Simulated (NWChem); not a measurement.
# SiH2O, singlet; SMILES O[SiH]

Results from NWChem. Low-valent species are run as closed-shell singlets; no triplet was tried in these runs. The geometry was optimised at PBE-D3(BJ)/def2-SVP. LC-ωPBE (HJS hole) with def2-SVP; x = 1 − exp(−ω/0.25 bohr⁻¹) is a scale chosen for this fit.

```csv
row,x,−ε(HOMO) (eV)
ω = 0.15,0.451,7.57
ω = 0.30,0.699,8.79
ω = 0.35,0.753,9.05
ω = 0.40,0.798,withheld
ω = 0.80,0.959,9.89
```

Problem. Fit a straight line of the last column on the one before it, predict the withheld value, and compare with the run.

Solution. 
1. Means of the 4 shown rows: x = 0.7155, y = 8.825. Slope Σ(x − x̄)(y − ȳ)/Σ(x − x̄)² = 0.6003/0.1309 = 4.585; intercept 5.544.
2. The shown rows scatter about the line by 0.047 (root mean square); the largest residual is +0.05, at ω = 0.35.
3. At x = 0.798 (ω = 0.40; inside the shown range) the line gives 9.20.
4. The run gives 9.25, +0.05 from the line, 1.1 times the scatter.
